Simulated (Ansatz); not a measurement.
`[F][Sn]([SiH3])([Cl])[Cl]` + `N[SiH]([SiH3])Cl` → `[F][Sn]([Cl])([Cl])[Cl]` + `N[SiH]([SiH3])[SiH3]`  (redistribution)

Gas-phase electronic energies from Ansatz, PBE0-D4/def2-TZVP geometries. CCSD(T)/CBS is the MP2 limit (def2-TZVPP, def2-QZVPP) plus CCSD(T) − MP2 in def2-TZVPP, frozen cores. Functionals use def2-TZVPP. B3LYP here is the variant with VWN-RPA as its local correlation; programs differ in this. HSE06 is defined as in plane-wave codes. def2 core potentials past Kr. For Sn outer-core shells are correlated without core-valence functions, which leaves a few kJ/mol of doubt a bond. Each species was taken in one conformer, which may not be the lowest.

| level | ΔE (kJ/mol) | difference from CCSD(T)/CBS |
| --- | --- | --- |
| LDA (SPW92) | 86.7 | 3.9 |
| revPBE-D4 | 76.9 | -5.9 |
| BLYP-D4 | 84.8 | 2.0 |
| B97M-V | 70.4 | -12.4 |
| PBE0-D4 | 80.8 | -2.0 |
| B3LYP-D4 | 85.7 | 2.9 |
| r2SCANh-D4 | 83.2 | 0.4 |
| r2SCAN0-D4 | 84.2 | 1.4 |
| HSE06-D4 | 80.9 | -1.9 |
| BHLYP-D4 | 86.3 | 3.5 |
| CAM-B3LYP-D4 | 86.7 | 3.9 |
| ωB97X-V | 81.5 | -1.3 |
| ωB97M-V | 87.6 | 4.8 |
| B2PLYP | 86.9 | 4.1 |
| PBE-QIDH | 83.4 | 0.6 |
| PBE | 81.9 | -0.9 |
| revPBE | 80.6 | -2.2 |
| BLYP | 87.9 | 5.1 |
| r2SCAN | 83.0 | 0.2 |
| PBE0 | 82.2 | -0.6 |
| B3LYP | 88.2 | 5.4 |
| r2SCAN0 | 84.7 | 1.9 |
| BHLYP | 88.0 | 5.2 |
| CAM-B3LYP | 88.0 | 5.2 |
| LC-ωPBE | 80.8 | -2.0 |
| RPA@PBE/def2-TZVPP | 76.3 | -6.5 |
| HF/def2-SVP | 87.5 | 4.7 |
| MP2/def2-SVP | 73.5 | -9.3 |
| CCSD/def2-SVP | 72.9 | -9.9 |
| HF/def2-TZVPP | 84.1 | 1.3 |
| MP2/def2-TZVPP | 87.9 | 5.1 |
| SCS-MP2/def2-TZVPP | 85.6 | 2.8 |
| CCSD/def2-TZVPP | 81.6 | -1.2 |
| CCSD(T)/def2-TZVPP | 79.8 | -3.0 |
| HF/def2-QZVPP | 82.6 | -0.2 |
| MP2/def2-QZVPP | 89.1 | 6.3 |
| SCS-MP2/def2-QZVPP | 86.7 | 3.9 |
| HF/CBS(def2) | 82.4 | -0.4 |
| MP2/CBS(def2) | 90.9 | 8.1 |
| CCSD/CBS(def2) | 84.6 | 1.8 |
| CCSD(T)/CBS | 82.8 | 0 |

Largest T1 diagnostic among the species: 0.013.

Leaving LDA and LC-ωPBE aside and taking each functional with its dispersion term where it has one, the values spread over 17.2 kJ/mol, from B97M-V to ωB97M-V. LDA lies +4.8 kJ/mol from PBE without D4. At CCSD(T), def2-SVP lies −11.2 kJ/mol from the extrapolated value and def2-TZVPP −3.0 kJ/mol.
